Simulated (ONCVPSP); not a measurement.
u(r) = r·R(r): atom against pseudo-atom (vanadium (V))

Columns: radius, all-electron u(r) and pseudo u(r) of the 3s shell (level -69.83 eV) of vanadium in the configuration [Ne] 3s2 3p6 3d3 4s2; LDA (Perdew-Zunger), scalar-relativistic, ONCV scheme, ONCVPSP 4.0.1.

| r (bohr) | all-electron | pseudo |
| --- | --- | --- |
| 0.078 | 0.0799 | 0.1456 |
| 0.155 | -0.4844 | 0.2874 |
| 0.232 | -0.5891 | 0.4251 |
| 0.310 | -0.3426 | 0.5577 |
| 0.388 | 0.0416 | 0.6802 |
| 0.465 | 0.4172 | 0.7880 |
| 0.542 | 0.7239 | 0.8797 |
| 0.620 | 0.9441 | 0.9534 |
| 0.698 | 1.0764 | 1.0052 |
| 0.775 | 1.1353 | 1.0333 |
| 0.852 | 1.1398 | 1.0381 |
| 0.930 | 1.1044 | 1.0203 |
| 1.008 | 1.0427 | 0.9824 |
| 1.085 | 0.9665 | 0.9289 |
| 1.162 | 0.8826 | 0.8633 |
| 1.240 | 0.7956 | 0.7885 |
| 1.318 | 0.7103 | 0.7089 |
| 1.395 | 0.6301 | 0.6300 |
| 1.472 | 0.5555 | 0.5554 |
| 1.550 | 0.4863 | 0.4862 |
| 1.628 | 0.4237 | 0.4237 |
| 1.705 | 0.3685 | 0.3684 |
| 1.782 | 0.3194 | 0.3194 |
| 1.860 | 0.2756 | 0.2755 |
| 1.938 | 0.2372 | 0.2371 |
| 2.015 | 0.2040 | 0.2040 |

(1) How many radial nodes do the two functions have?

(2) At about which radius was the pseudo-wave matched?

(3) Where does each function peak?

(4) Is the pseudo-wave norm-conserving?

Results:

(1) The all-electron 3s function has n − l − 1 = 2; the pseudo-wave has 0, since the states of the same l below it are removed with the core.

(2) 1.40 bohr, where the columns begin to agree (steps of 0.08 bohr).

(3) Outermost all-electron maximum near 0.85 bohr, pseudo maximum near 0.85 bohr (to the table’s step).

(4) Yes: the ONCV scheme keeps the norm inside the radius equal to the all-electron one, which fixes the energy derivative of the logarithmic derivative at the level.
